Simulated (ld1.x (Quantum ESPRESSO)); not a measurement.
# nickel (Ni): one change to an RRKJ potential, before and after

ld1.x (Quantum ESPRESSO) 7.5 input, shortened:

```
&input
   title='Ni', zed=28., rel=1, dft='PBE', iswitch=3,
   config='[Ar] 3d7 4s0 4p0'
 /
 &inputp
   pseudotype=2, tm=.false., rho0=0.001, lloc=0,
   nlcc=.true., new_core_ps=.true., rcore=0.40
 /
3
4P  2  1   0.00   0.00  1.65  1.65  0.0
3D  3  2   7.00   0.00  0.85  0.85  0.0
4S  1  0   0.00   0.00  1.65  1.65  0.0
 &test
   configts(1)='3d7 4s0 4p0'
 /
```

All-electron outer shells of the reference configuration (PBE, scalar-relativistic, ld1.x):

```json
{"shell": "3p", "level (eV)": "-110.71", "outermost node (bohr)": "0.27", "outermost maximum (bohr)": "0.64"}
{"shell": "3d", "level (eV)": "-47.06", "outermost node (bohr)": "–", "outermost maximum (bohr)": "0.62"}
{"shell": "4s", "level (eV)": "-33.48", "outermost node (bohr)": "0.90", "outermost maximum (bohr)": "1.88"}
{"shell": "4p", "level (eV)": "-25.45", "outermost node (bohr)": "0.96", "outermost maximum (bohr)": "2.15"}
```

Change: wave 3d (bound): rc 0.85 bohr becomes 3d (bound): rc 1.28 bohr.

Cutoffs: the cutoffs (Ry, on a coarse ladder) from which the occupation-weighted sum of valence levels, in a spherical-Bessel basis at the reference potential, stays within 10 and 1 mRy of its value at 400 Ry; they do not see the model core or the augmentation charge, which bear on the density cutoff. Errors are all-electron minus pseudo energies relative to the spin-unpolarised reference configuration.

Task: Predict the effect on cutoff, ghosts and configuration errors.

Result: The potential gets softer (230 Ry and 300 Ry → 110 Ry and 160 Ry); both files keep a bound ghost (p); of the 7 tests that both files solve, the error grows in 0 and shrinks in 2 by more than 15 % and 0.3 meV (median size 498.4 → 441.7 meV). A larger radius leaves more room for a smooth pseudo-wave, so fewer plane waves are needed.

```tsv
quantity	base	changed
cutoff, loose	230 Ry	110 Ry
cutoff, tight	300 Ry	160 Ry
bound ghosts	p	p
error for 3d8 4s2 4p0, meV [ΔE -64.14 eV]	-358	-328
error for 3d8 4s1 4p0, meV [ΔE -54.82 eV]	-463	-412
error for 3d8 4s0 4p0, meV [ΔE -37.47 eV]	-583	-494
error for 3d8.5 4s1.5 4p0, meV [ΔE -65.32 eV]	-797	-720
error for 3d8 4s0 4p1, meV [ΔE -49.13 eV]	-529	-462
error for 3d7 4s2 4p1, meV [ΔE -53.60 eV]	-26	-16
error for 3d8 4s0 4p2, meV [ΔE -54.64 eV]	-498	-442
s: phases at 1.80 bohr within 0.05 rad from the reference energy up to (Ry; the scan ends near 5)	0.5	0.5
p: phases at 1.80 bohr within 0.05 rad from the reference energy up to (Ry; the scan ends near 5)	to the end of the scan	to the end of the scan
d: phases at 1.80 bohr within 0.05 rad from the reference energy up to (Ry; the scan ends near 5)	-2.0	-2.0
```

 A true bound ghost makes a file unfit for plane-wave use even where its test errors are small: the radial tests pick states by their node count and pass the ghost by.
